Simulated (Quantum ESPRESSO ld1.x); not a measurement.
Task: Successive ionisation energies (eV) of one element, from differences of total energies of ions in their ground configurations, starting at charge 22: 666.91, 715.16, 764.60, 815.22, 866.99, 919.91, 973.94, 1029.1, 1085.3, 1142.6, 1201.0, 1260.4, 1560.8, 1618.3, 1676.4, 1735.0, 1794.3, 1854.1, 1914.4, 1975.4, 2036.8, 2098.8. Method: Dirac Kohn-Sham, PBE, spin-unpolarised, spherical densities, point nucleus; open shells are shared between the two j in proportion to 2j + 1; computed with ld1.x of Quantum ESPRESSO 7.5. Which element is it?

Result: Mercury (Z = 80). The first species listed is Hg22+ in [Kr] 4d10 4f12, the last Hg43+ in [Kr] 4d1.
